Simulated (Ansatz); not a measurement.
This geometry of C$_{2}$H$_{3}$BClFS (9 atoms, charge 0, multiplicity 1) is a first-order saddle point.

The calculation used RKS r2SCANh-D4/def2-SVP in Ansatz 0.2.0.

```xyz
9
Properties=species:S:1:pos:R:3
C -0.101 -1.499 -0.137
C 0.269 -0.455 0.620
F 0.973 -0.687 1.741
B -0.082 1.028 0.313
S -0.984 1.508 -1.233
Cl 0.359 2.239 1.497
H 0.157 -2.520 0.151
H -0.670 -1.322 -1.049
H 0.167 1.663 -1.920
```

**Question.** Which two structures does it join? (They come from a converged band through this point; their orientation in space is the band's.)

**Answer.** No bond is made or broken.

First end point:

```xyz
9
Properties=species:S:1:pos:R:3
C -0.061 -1.640 -0.120
C 0.264 -0.556 0.596
F 0.795 -0.725 1.818
B 0.084 0.929 0.144
S -0.634 1.280 -1.467
Cl 0.595 2.218 1.222
H 0.102 -2.644 0.275
H -0.492 -1.531 -1.115
H -0.564 2.623 -1.369
```

Last end point:

```xyz
9
Properties=species:S:1:pos:R:3
C -0.159 -1.387 -0.201
C 0.362 -0.396 0.533
F 1.158 -0.715 1.567
B 0.074 1.135 0.376
S -0.481 1.914 -1.141
Cl 0.268 2.172 1.779
H 0.055 -2.431 0.037
H -0.828 -1.168 -1.032
H -0.360 0.829 -1.934
```

**Question.** How far does it lie above each of them?

**Answer.** 49.9 kJ/mol above the first and 44.9 kJ/mol above the second. This is the barrier of this one path; another mechanism may lie lower.

The run took 4.7 min on 2 threads of Intel(R) Xeon(R) Platinum 8375C CPU @ 2.90GHz (Ice Lake) (shared host), peak memory 0.31 GiB.
